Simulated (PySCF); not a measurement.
Nonlinear optical response: SMILES Fc1cccc2c1C=C2, C₈H₅F

Geometry (Å), atoms numbered from 1 in this order:
```xyz
14

F     0.6074    2.7401    0.0089
C     0.5408    1.4145   -0.0934
C     1.7573    0.6692   -0.1276
C     1.7427   -0.7032   -0.2321
C     0.5170   -1.4399   -0.3106
C    -0.6223   -0.6946   -0.2753
C    -0.6260    0.7233   -0.1677
C    -2.1390    0.6906   -0.1970
C    -2.1406   -0.6588   -0.2997
H     2.6976    1.2208   -0.0685
H     2.6923   -1.2429   -0.2557
H     0.5231   -2.5283   -0.3929
H    -2.9152    1.4544   -0.1526
H    -2.9233   -1.4144   -0.3709
```

Method: quadratic response CAM-B3LYP/aug-cc-pVDZ first hyperpolarisability, Taylor convention, gas phase in PySCF. Geometry: PBE0-D3(BJ)/def2-SVP.

(1) What is the first hyperpolarisability, and how does it disperse?

(2) Which lowest excitations, dipole and polarisabilities go with it?

Results:

(1) In 10⁻³⁰ esu, Taylor convention; the vector part is βᵢ = ⅓ Σⱼ (βᵢⱼⱼ + βⱼᵢⱼ + βⱼⱼᵢ); β∥ is 3/5 of the vector part along the dipole, the dipole points from − to +:
| process | λ (nm) | β vector norm | β∥ | β HRS | depolarisation ratio |
| --- | --- | --- | --- | --- | --- |
| static β(0;0,0) | ∞ | 2.10 | -1.26 | 0.79 | 7.49 |
| second harmonic β(−2ω;ω,ω) | 1907 | 2.24 | -1.33 | 0.84 | 7.62 |
| Pockels β(−ω;ω,0) | 1907 | 2.15 | -1.28 | – | – |
| second harmonic β(−2ω;ω,ω) | 1064 | 2.66 | -1.56 | 0.99 | 8.12 |
| Pockels β(−ω;ω,0) | 1064 | 2.25 | -1.34 | – | – |

(2) S1 3.01 eV (f = 0.001); S2 4.50 eV (f = 0.008); S3 5.29 eV (f = 0.011); dipole 1.74 D; isotropic α 91.0 au static, 91.3 au at 1907 nm, 92.2 au at 1064 nm, 92.5 au at 953.5 nm, 96.5 au at 532 nm.
